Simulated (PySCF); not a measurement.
## Computed vibrations of NdF3(H2O)

NdF3(H2O) (singlet in the valence; each metal's 4f electrons, 3 of them, lie in its core potential, out of spins and levels). PySCF 2.14.0, RKS PBE0, Nd lcecp-1-SVP with ECP49, F def2-SVP, O def2-SVP, H def2-SVP; non-relativistic Hamiltonian with scalar-relativistic core potentials where named; density fitting; no spin-orbit coupling. Central differences of gradients.

```xyz
7

Nd    0.0640   -0.0623    0.0623
F     1.1038    1.3885    1.1361
F    -1.3467   -1.1427    1.1427
F     1.1038   -1.1361   -1.3885
O    -1.3743    1.3925   -1.3925
H    -1.7127    2.2705   -1.1773
H    -1.7127    1.1773   -2.2705
```

Run from Python with OMP_NUM_THREADS=2. Where DIIS fails, smearing, a level shift and second-order steps follow.
It took 74 s on 2 threads of Arm Neoverse V2, on a shared host.

Q: What are the harmonic wavenumbers and infrared intensities?

A: Modes are labelled in Cs; negative numbers are unstable modes, those under 60 cm⁻¹ near the noise; a finer grid moves soft modes by up to 10 cm⁻¹.
```
cm⁻¹  km/mol  symmetry
  22     2.5       a''
  48    14.2        a'
  73     0.6       a''
  88    58.4        a'
 121     8.6        a'
 132    11.8       a''
 250   263.2        a'
 284    14.7        a'
 431    41.5       a''
 552   178.8        a'
 554   204.2       a''
 558    30.1        a'
1623    84.5        a'
3854   118.3        a'
3947   183.6       a''
```

Q: Is this a minimum?

A: Yes, within the noise of the softest modes. Ideal gas at 298.15 K and 1 bar: S = 433.5 J/(mol K), Cp = 117.1 J/(mol K), H − H(0 K) = 26.8 kJ/mol (rigid rotor, harmonic modes, spin degeneracy alone, that of the 4f electrons in the core included; the modes under 60 cm⁻¹ make these uncertain).

An lcecp potential fixes the number of 4f electrons, so in runs with it no electron can move into or out of that shell.
